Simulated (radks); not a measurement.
Charge is removed step by step from the 3p level of K, starting from [Ar] 4s1. All-electron calculation, non-relativistic Kohn-Sham, r2SCAN, spin-unpolarised, spherical densities, point nucleus; meta-GGA in the generalised Kohn-Sham scheme. Program: a radial shooting solver on a logarithmic mesh with Libxc functionals.

| removed (e) | E - E(0) (eV) | eigenvalue (eV) | E minus straight line (eV) |
|---|---|---|---|
| 0 | 0.000 | -19.662 | 0.000 |
| 0.25 | 5.276 | -22.575 | -1.157 |
| 0.5 | 11.300 | -25.644 | -1.565 |
| 0.75 | 18.109 | -28.842 | -1.190 |
| 1 | 25.731 | -32.153 | 0.000 |

Removing the whole electron costs 25.731 eV by Delta-SCF, against 19.662 eV from minus the eigenvalue at the starting occupation. Slater's transition state (half an electron removed) gives 25.644 eV. Integrating minus the eigenvalue over the occupation (Janak's theorem) gives 25.731 eV. The mean slope of the eigenvalue, de/dn, is 12.5 eV per electron.
